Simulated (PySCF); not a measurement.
# Worked example: oscillator strength and radiative lifetime

C4H6Ge, SMILES C#C[C](=C)[GeH3].

Geometry optimised at B3LYP-D3(BJ)/def2-SVP. The structure was generated by enumeration, and PubChem lists no compound with its InChIKey, so it may never have been made.

TDDFT-PBE/def2-SVPD (PySCF) puts the first singlet state with f over 0.02 at 5.21 eV (vertical), with the transition dipole (-1.055, -0.350, 0.000) in atomic units.

Question: Find the oscillator strength, the wavelength and the radiative lifetime that this transition would have in vacuum if emission retraced absorption.

Answer: 
|μ|² = 1.2355 au, so |μ| = 2.83 D. ΔE = 5.21/27.211 = 0.1915 hartree. f = (2/3) ΔE |μ|² = 0.158 (the program prints 0.158).
λ = 1239.84/5.21 = 238 nm; ν = 42021 cm⁻¹.
Einstein's coefficient A = 0.6670 ν² f s⁻¹ (ν in cm⁻¹) = 1.9e8 s⁻¹, so τ = 1/A = 5.4 ns. This state is S2; the lower singlet has f = 0.000. The figure is the radiative limit of this one transition; relaxation, internal conversion, crossing to triplets and a medium change what is measured.
